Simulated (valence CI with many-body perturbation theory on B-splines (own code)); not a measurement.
**Tc³⁺: input, log and results**

Calculated by valence CI with perturbative core correlation (CI+MBPT): four valence electrons over a frozen Dirac-Fock core [Kr], radial functions for each j: 9 s, 9 p, 10 d, 8 f, 5 g, 3 h, 1 i, with the one-electron correlation potential Σ1 (screened to all orders), the two-electron term Σ2, the three-electron term Σ3, Breit, model QED; selected single and double excitations, second order for the rest, scaled by the run's own slope (own B-spline code, finite nucleus).

Command, and the settings that its task file holds:

```sh
python run_cv.py task.json out
```

```
atom Tc  Z=43  mass_number=97  rms_radius_fm=4.4112
core [Kr]
valence 4d4
avg = 1
basis = L
breit = 1
cap = 40000
capref = 1200
cscale = 1
de = 0.0
dress = 0
eps = 2e-08
extrap = 1
h = 0.27
hh = 1
l2 = 3
lcore = 6
maxit = 60
n2 = 5
natural = 1
nlev = 60
nno = [6, 6, 7, 6, 4, 3, 1]
nroot = 26
nsp = [3, 3, 3, 2, 1, 0, 0]
pt2 = 1
qed = 1
rpa = 1
s1 = 1
s2 = 1
s3 = 1
screen = 1
tol = 2e-05
whole = 1
```

Task: Roughly how long does this run take on one core of Intel(R) Xeon(R) Processor @ 2.30GHz, and how much memory?

Result: 5.8 min on 1 thread of Intel(R) Xeon(R) Processor @ 2.30GHz (shared host), peak memory 1.4 GiB.

Log. The first blocks belong to the next ion, which gives the ionisation energy. Fields: 2J, parity (1 odd), roots, reference size, generating configurations, candidates as configurations/state functions, variational space P, stored matrix elements, Davidson steps; e2 is the range of second-order energies in hartree. The first line gives the box (bohr), its intervals, the orbitals and the steps of their self-consistent field. Window is the range of levels sought, series limit the energy at which the first omitted orbital would enter, core excitation an estimate of the first excitation out of the core, left out the lowest levels not solved, and shifts from estimates the range by which levels moved from their first estimate, all in cm⁻¹.

```
rmax 17.7 intervals 64 orbitals 81 references ['4d4', '4d3 5s', '4d3 5p', '4d2 5s2'] scf 9 t 1.6
2J=3 par=0 roots 2 ref 42 generators 8 cand 1421/3943 P 1444/3985 nnz 4.3e+06 it 5
2J=3 par=0 roots 2 ref 42 generators 22 cand 1429/3856 P 2873/7841 nnz 1e+07 it 6
   second order: generators 60 cand 26154/62399 e2 -0.00010 -0.00005
2J=5 par=0 roots 2 ref 46 generators 8 cand 1129/3938 P 1151/3984 nnz 4.4e+06 it 5
2J=5 par=0 roots 2 ref 46 generators 25 cand 1366/4683 P 2517/8667 nnz 1.3e+07 it 6
   second order: generators 61 cand 26521/77531 e2 -0.00008 -0.00005
2J=7 par=0 roots 2 ref 35 generators 5 cand 1234/3962 P 1252/3997 nnz 4.4e+06 it 6
2J=7 par=0 roots 2 ref 35 generators 19 cand 1743/5435 P 2995/9432 nnz 1.7e+07 it 7
   second order: generators 47 cand 27376/86390 e2 -0.00011 -0.00006
reference levels 693, estimated 146, window 94399 1/cm; series limit 258277, core excitation 297918
2J=0 par=0 roots 7 ref 21 generators 12 cand 3051/5484 P 4333/8000 nnz 8.4e+06 it 9
2J=0 par=0 roots 7 ref 21 generators 88 cand 9924/26950 P 14257/34950 nnz 5.1e+07 it 9
   second order: generators 329 cand 211258/528963 e2 -0.00065 -0.00006
2J=2 par=0 roots 11 ref 44 generators 13 cand 1102/5446 P 1668/7982 nnz 1e+07 it 8
2J=2 par=0 roots 11 ref 44 generators 91 cand 5057/23660 P 6725/31642 nnz 9.9e+07 it 10
   second order: generators 349 cand 216220/1444750 e2 -0.00087 -0.00024
2J=4 par=0 roots 16 ref 64 generators 15 cand 717/5435 P 1134/7984 nnz 1.1e+07 it 8
2J=4 par=0 roots 16 ref 64 generators 80 cand 3516/22251 P 4650/30235 nnz 1.3e+08 it 10
   second order: generators 326 cand 199283/1947847 e2 -0.00172 -0.00041
2J=6 par=0 roots 12 ref 58 generators 11 cand 683/5432 P 1050/7956 nnz 1.1e+07 it 11
2J=6 par=0 roots 12 ref 58 generators 58 cand 2964/21435 P 4014/29391 nnz 1.2e+08 it 10
   second order: generators 272 cand 213500/2503986 e2 -0.00161 -0.00057
2J=8 par=0 roots 13 ref 50 generators 12 cand 745/5411 P 1136/7958 nnz 1.1e+07 it 9
2J=8 par=0 roots 13 ref 50 generators 80 cand 2985/21216 P 4121/29174 nnz 1.2e+08 it 10
   second order: generators 291 cand 210529/2563014 e2 -0.00156 -0.00054
2J=10 par=0 roots 6 ref 29 generators 6 cand 982/5514 P 1493/7952 nnz 1.1e+07 it 9
2J=10 par=0 roots 6 ref 29 generators 42 cand 3353/22508 P 4846/30460 nnz 1.3e+08 it 10
   second order: generators 204 cand 181657/2177544 e2 -0.00090 -0.00040
2J=12 par=0 roots 3 ref 15 generators 4 cand 1208/5460 P 1804/7972 nnz 1.1e+07 it 5
2J=12 par=0 roots 3 ref 15 generators 22 cand 3651/21660 P 5455/29632 nnz 1.1e+08 it 7
   second order: generators 114 cand 148029/1604436 e2 -0.00049 -0.00038
left out: unestimated 137803, estimated 106421, shifts from estimates -444 to 305
operators 4.0
```

The Davidson iterations converged.

No measured levels were compared; by estimate terms of the open shell hold to 2 to 4 % of their energy, and close levels can change places; different configurations can be misplaced against each other by 1,000 to 8,000 cm⁻¹. Core correlation moves these levels by up to 14000 cm⁻¹, and in measured spectra 5 to 20 % of such shifts remained as error; rates that hang on mixing are uncertain with them. Among the levels kept, up to 380 cm⁻¹ of a level comes from second order outside the variational space, and about a tenth of that is noise between levels of different J, which matters for small intervals. Only levels of the ground parity were solved; by the run's estimate the other parity begins above the list, which can be wrong where configurations are misplaced.

- Valence energy: -9.632995 hartree
- Ionisation energy: 42.365 eV (NIST: 41 ± 1.7 eV (theoretical))
- Reference configurations for the orbitals: 4d4, 4d3 5s, 4d3 5p, 4d2 5s2
- Radial orbitals: 81
- Box radius: 17.7 bohr
- Largest variational space: 34950
- Lowest levels: 4d4 5D_0 0.0000, 4d4 5D_1 0.0440, 4d4 5D_2 0.1195, 4d4 5D_3 0.2163, 4d4 5D_4 0.3276, 4d4 3P_0 [a] 1.822, 4d4 3H_4 1.836, 4d4 3H_5 1.939, 4d4 3H_6 2.027, 4d4 3P_1 [a] 2.046, 4d4 3F_3 [a] 2.140, 4d4 3F_2 [a] 2.170, 4d4 3F_4 [a] 2.203, 4d4 3P_2 [a] 2.362 eV

Names give the largest LS component (configuration and term), which can be under half, so a name can repeat, a term be missing and a line seem to break the LS rules; names also repeat where a configuration has a term twice. Letters in brackets count levels of one name in rising energy.
